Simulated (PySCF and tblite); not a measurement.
The numbers below are computed, except where a source is named.
2-bromo-1,1-dichloroethene, C₂HBrCl₂, numbered as in [Cl:1][C:2]([Cl:3])=[CH:4][Br:5].

Classical Langevin dynamics with GFN2-xTB (tblite), gas phase: time step 1.5 fs, H mass 4 u, friction 0.005 fs⁻¹, 400 steps to settle and 8000 to sample, one trajectory a temperature from the lowest conformer.

GIAO shieldings at KT2/pcSseg-1 (PySCF) on 16 frames a temperature; like atoms are averaged, and of two unlike H on one atom a is the less shielded at the minimum.

(1) How far do thermal motions move the shieldings from their values at the minimum?

(2) What do the single frames at 250 K give for Cl1?

Spin–orbit effects of the heavy atoms on shieldings are missing. Changes within two standard errors are not significant.

The study took 13 min on 1 thread of AMD EPYC 7B13, on a host shared with other jobs (rough), peak memory 0.63 GiB, launched as `OMP_NUM_THREADS=1 python ens_run.py task.json out`.

Results:

(1) 
| signal | σ at minimum (ppm) | Δσ, 250 K | Δσ, 450 K | Δσ, 700 K |
| --- | --- | --- | --- | --- |
| Cl1 | 600.7 | -21.9 ± 5.0 | -31.7 ± 11.7 | -36.3 ± 14.4 |
| C2 | 49.9 | -1.7 ± 0.9 | -3.5 ± 1.4 | -3.7 ± 1.9 |
| Cl3 | 590.6 | -10.4 ± 9.7 | -27.0 ± 13.5 | -26.5 ± 10.9 |
| C4 | 70.0 | 0.7 ± 1.1 | -1.9 ± 1.3 | -3.8 ± 2.3 |
| Br5 | 1967.7 | -6.4 ± 15.4 | -62.0 ± 23.1 | -99.1 ± 41.3 |
| H4 | 25.41 | 0.08 ± 0.13 | -0.23 ± 0.17 | -0.24 ± 0.25 |

Errors are standard errors over frames. Zero-point motion is missing, and a reference compound would move too.

(2) 
| t (fs) | V above the minimum, tight binding (kcal/mol) | E above it, DFT (kcal/mol) | torsions (°) | σ (ppm) |
| --- | --- | --- | --- | --- |
| 975 | 4.3 | 4.3 | none | 605.0 |
| 1725 | 2.5 | 2.3 | none | 595.7 |
| 2475 | 2.5 | 3.7 | none | 543.4 |
| 3225 | 2.2 | 2.8 | none | 591.4 |
| 3975 | 3.8 | 4.3 | none | 566.6 |
| 4725 | 4.3 | 5.0 | none | 563.4 |
| 5475 | 2.9 | 2.9 | none | 558.6 |
| 6225 | 1.2 | 1.2 | none | 597.1 |
| 6975 | 1.7 | 1.4 | none | 591.7 |
| 7725 | 4.0 | 4.9 | none | 565.4 |
| 8475 | 2.2 | 2.6 | none | 551.1 |
| 9225 | 1.9 | 2.1 | none | 598.2 |
| 9975 | 1.7 | 1.8 | none | 586.9 |
| 10725 | 3.1 | 3.4 | none | 570.3 |
| 11475 | 2.0 | 2.5 | none | 568.3 |
| 12225 | 3.6 | 4.7 | none | 606.8 |
